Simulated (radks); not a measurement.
Results of a calculation; reference values are marked as such.
Hg, configuration [Xe] 4f14 5d10 6s1 6f1 (not the ground configuration).

Code: a radial shooting solver on a logarithmic mesh with Libxc functionals. Model: scalar-relativistic Kohn-Sham, r2SCAN, spin-unpolarised, spherical densities, finite nucleus; meta-GGA in the generalised Kohn-Sham scheme; Fermi nuclear charge, rms radius 5.4648 fm.

Energy parts (hartree):
| part | energy |
|---|---|
| total | -19619.8682 |
| kinetic | 22012.6315 |
| electron-nucleus | -48845.3718 |
| Hartree | 7583.5630 |
| exchange-correlation | -370.6910 |

Orbitals (lengths in bohr, moments of r in powers of bohr; r(max) is where P^2 peaks):
orbital  occ.  eigenvalue (hartree)    <1/r>   r(max)      <r^2>      <r>
1s          2             -3059.300    97.53  0.01022  0.0003810  0.01659
2s          2             -543.5236    22.90  0.05913   0.005796  0.06992
2p          6             -468.7309    20.28  0.04906   0.004899  0.06329
3s          2             -129.6183    8.501   0.1666    0.03728   0.1805
3p          6             -107.9133    7.729   0.1662    0.03844   0.1820
3d         10             -85.00616    7.258   0.1356    0.03189   0.1651
4s          2             -28.97172    3.640   0.3757     0.1797   0.3992
4p          6             -21.82499    3.285   0.3956     0.2053   0.4251
4d         10             -13.29423    2.947   0.4028     0.2325   0.4488
4f         14              -3.85540    2.533   0.3676     0.2811   0.4826
5s          2              -4.72251    1.496   0.8288     0.9195   0.9053
5p          6              -2.80612    1.274   0.9287      1.228    1.042
5d         10              -0.66573   0.9000    1.160      2.529    1.464
6s          1              -0.49770   0.5105    2.137      7.051    2.494
6f          1              -0.01182  0.04013    34.40       1112    31.48

The highest occupied level is 6f at -0.322 eV. The density falls to 0.001 e/bohr^3 at r = 3.88 bohr. The electron density at the nucleus is 2.499e+06 e/bohr^3 (large components only).
